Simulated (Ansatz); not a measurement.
Start from `OC(F)Cl` and change one atom or group to get `OC(F)[SiH3]`.

Ansatz, PBE0-D4/def2-TZVP geometries, multiplicity 1. Each molecule was computed in one conformer, which needn't be the lowest.

```
                                      property  `OC(F)Cl`
       HOMO–LUMO gap (ωB97M-V/def2-TZVPP) / eV      13.80
         HOMO–LUMO gap (B3LYP/def2-TZVPP) / eV       8.92
            LUMO energy (PBE0/def2-TZVPP) / eV       0.46
           LUMO energy (B3LYP/def2-TZVPP) / eV       0.11
         HOMO energy (ωB97M-V/def2-TZVPP) / eV     -11.43
zero-point energy (PBE0-D4/def2-TZVP) / kJ/mol       94.1
```

(1) Give the same properties after the change, and the shifts. (Best estimate.)

## Answers

(1) Computed: 
```json
{"property": "HOMO–LUMO gap (ωB97M-V/def2-TZVPP) / eV", "`OC(F)[SiH3]`": "12.86", "shift": "-0.94"}
{"property": "HOMO–LUMO gap (B3LYP/def2-TZVPP) / eV", "`OC(F)[SiH3]`": "8.47", "shift": "-0.45"}
{"property": "LUMO energy (PBE0/def2-TZVPP) / eV", "`OC(F)[SiH3]`": "0.48", "shift": "0.02"}
{"property": "LUMO energy (B3LYP/def2-TZVPP) / eV", "`OC(F)[SiH3]`": "0.17", "shift": "0.06"}
{"property": "HOMO energy (ωB97M-V/def2-TZVPP) / eV", "`OC(F)[SiH3]`": "-10.82", "shift": "0.61"}
{"property": "zero-point energy (PBE0-D4/def2-TZVP) / kJ/mol", "`OC(F)[SiH3]`": "155.4", "shift": "61.3"}
```

The zero-point energy changes by 61.3 kJ/mol with +9 modes.

B3LYP here is the variant with VWN-RPA as its local correlation; programs differ in this.
